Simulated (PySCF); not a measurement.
# Electron correlation in Ho(3+) (holmium, charge +3)

Starting occupation: [Xe] 4f10, 4f5/2 with m_j = -5/2, -3/2, -1/2, +1/2, +3/2, +5/2, 4f7/2 with m_j = +1/2, +3/2, +5/2, +7/2. Calculation: PySCF 2.14, in x2c-TZVPPall-2c; X2C-1e with screened-nucleus spin-orbit coupling, Gaussian nucleus. Frozen: [Ar] 3d10; 36 electrons correlated; the 18 highest virtual spinors left out.

MP2 pair energies summed by pair of shells (mhartree):

```
 pair   energy  share (%)
4d-4f  -316.29       20.8
4f-4f  -297.39       19.5
4f-5p  -209.92       13.8
4d-4d  -125.44        8.2
5p-5p  -123.34        8.1
4d-4p   -87.67        5.8
4d-5p   -81.73        5.4
4f-4p   -71.58        4.7
4f-5s   -44.12        2.9
5p-5s   -33.52        2.2
4d-5s   -27.64        1.8
4d-4s   -21.99        1.4
4p-4p   -20.88        1.4
4f-4s   -17.69        1.2
4p-5p   -13.80        0.9
4p-4s   -11.77        0.8
4p-5s    -6.93        0.5
5s-5s    -6.23        0.4
4s-5p    -2.40        0.2
4s-4s    -1.83        0.1
4s-5s    -0.99        0.1
```

Total MP2 correlation energy: -1523.1 mhartree.

The GHF reference relaxed away from the jj start to a determinant that is no pure jj level (⟨S²⟩ = 5.86, ⟨J²⟩ = 72.01); the energies belong to that determinant.

This basis was not built for core-valence correlation, so the inner-shell part is incomplete.
